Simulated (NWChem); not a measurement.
SF₃, doublet; SMILES F[S](F)F

Results from NWChem. Spin-unrestricted. All runs use the structure optimised with PBE0/def2-SVP, spin-unrestricted. No stability test was run on the SCF state. Vertical excitations in the gas phase. Excited states of an open shell can be spin-contaminated.

**Question.** Estimate the computed values for B3LYP/aug-cc-pVDZ, TDA. Quantities: lowest excitation (eV); oscillator strength of that lowest state; lowest state with f > 0.02 (eV); oscillator strength of that bright state; lowest empty minus highest occupied level, either spin (eV).

**Answer.** 
| Property | Result |
|---|---|
| lowest excitation (eV) | 3.29 |
| oscillator strength of that lowest state | 0.007 |
| lowest state with f > 0.02 (eV) | 5.58 |
| oscillator strength of that bright state | 0.035 |
| lowest empty minus highest occupied level, either spin (eV) | 3.30 |
